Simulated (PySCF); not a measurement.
Distorted geometries of HgH2

HgH2 (singlet). PySCF 2.14.0, RKS PBE0, Hg def2-SVP with ECP60, H def2-SVP; non-relativistic Hamiltonian with scalar-relativistic core potentials where named; density fitting; no spin-orbit coupling. Relaxed geometry:

```xyz
3

Hg    0.0000    0.0000    0.0000
H     0.0000    0.0000    1.6562
H     0.0000    0.0000   -1.6562
```

Problem. Order these distorted geometries by energy above the relaxed one, lowest first.
A.
```xyz
3

Hg   -0.0109   -0.0202   -0.0706
H    -0.0916   -0.0124    1.6626
H     0.1025    0.0326   -1.5920
```
B.
```xyz
3

Hg    0.0006   -0.0163    0.0041
H     0.0107    0.0002    1.6319
H    -0.0113    0.0161   -1.6360
```
C.
```xyz
3

Hg   -0.0211    0.0096   -0.0044
H     0.0889    0.0400    1.5093
H    -0.0679   -0.0497   -1.5049
```

Solution. B (0.01 eV), A (0.18 eV), C (0.43 eV).

Problem. Which forces (eV/Å) act in the one that lies 0.18 eV up?

Solution. 
```
Hg  -0.10  0.08  3.29
H   -0.02 -0.08 -0.85
H    0.12  0.00 -2.44
```
Forces carry noise of the integration grid, about 0.01 to 0.03 eV/Å.
